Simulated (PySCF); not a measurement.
From computed data to an observable: dipole moment from atomic charges

CBr₂, SMILES Br[C]Br (connectivity only; charge and spin as stated), neutral, multiplicity 1. Atoms are numbered in the order given.

```xyz
3

C      0.0000     0.0000     0.9975
Br     0.0000    -1.5598    -0.0855
Br     0.0000     1.5598    -0.0855
```

Geometry: B3LYP-D3(BJ)/def2-TZVP.

Charges (e) from PBE/def2-TZVPD (PySCF):

```
atom  ESP fit     IAO
----  -------  ------
C1     -0.183  -0.329
Br2     0.092   0.165
Br3     0.092   0.165
```

The dipole moment of the full density is 1.08 D.

**Question.** What dipole moment does each set of point charges give, and which comes closer to that of the density?

**Answer.** 
μ = Σ q r, and 1 e Å = 4.8032 D.
ESP fit: Σ q r = (0.000, 0.000, -0.198) e Å, |μ| = 0.95 D.
IAO: Σ q r = (0.000, 0.000, -0.356) e Å, |μ| = 1.71 D.
ESP fit comes closer in size. Point charges leave out the atoms' own dipoles (lone pairs, polarised bonds); fits to the potential absorb them, partitions of the density don't.
